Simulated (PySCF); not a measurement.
# Identify the compound

The spectra below were simulated for a compound C7H8O.

1H NMR (400 MHz, computed): δ 7.32 (d, 1H), 7.16 (d, 1H), 5.67 (t, 1H), 5.08 (m, 1H), 5.01 (m, 1H), 4.59 (d, 2H), 0.24 (br s, 1H).

13C{1H} NMR (computed): δ 156.1 (C), 154.8 (CH), 151.8 (CH), 148.5 (C), 119.3 (CH), 101.0 (CH2), 65.9 (CH2).

Fast rotation and ring inversion assumed for equivalent nuclei, gas phase, non-relativistic, one computed conformer. NMR shieldings at PBE0/pcSseg-1/GIAO; GFN2-xTB geometry; PySCF.

Referencing at the same level of theory: TMS for 1H (σref 31.72), 13C (σref 186.93).

**Question.** Choose the structure that fits.
A. C=CCc1ccco1
B. c1cc(C2CC2)co1
C. C=C1C=C/C1=C\CO
D. C#CCC1CC(=O)C1

**Answer.** C. 

- The formula gives 4 degrees of unsaturation (1 ring in the answer).
- 7 carbon signals for 7 carbons: no two carbons are equivalent.
- Carbon types of the structure: 2 × C, 3 × CH, 2 × CH2, leaving 1 H on heteroatoms.
- δC 156.1, 148.5: fully substituted alkene carbon; as expected for a trigonal carbon in a double bond.
- δC 154.8, 151.8, 119.3: alkene CH; an sp2 carbon of a C=C bond.
- δC 101.0: terminal =CH2 carbon; the olefinic region.
- δC 65.9: allylic sp3 CH2 bonded to O; deshielded by the electronegative neighbour.
- δH 5.08, 5.01: hydrogen on a terminal =CH2 carbon; a vinylic proton, deshielded by the sp2 carbon and the C=C anisotropy.

The others: C=CCc1ccco1 would give 7 signals for carbon-bound and other non-exchanging H, not 6; C#CCC1CC(=O)C1 would give 6 carbon signals, not 7; c1cc(C2CC2)co1 would give 6 carbon signals, not 7.

Exchangeable OH/NH protons stand at their gas-phase positions; hydrogen bonding in a real sample shifts them, mostly to higher δ. Shifts are as computed. Against solution values, carbons near 30 ppm lie about +3 ppm off and those near 130 ppm about +5 ppm. Of 1211 compounds with measured shifts, 218 miss one by over three times the rms of a fit or turn the order of signals round; such compounds aren't used in these exercises. Multiplicities follow the n + 1 count of equivalent neighbours, as no J values were calculated; m marks all less simple cases, F and P coupling included.
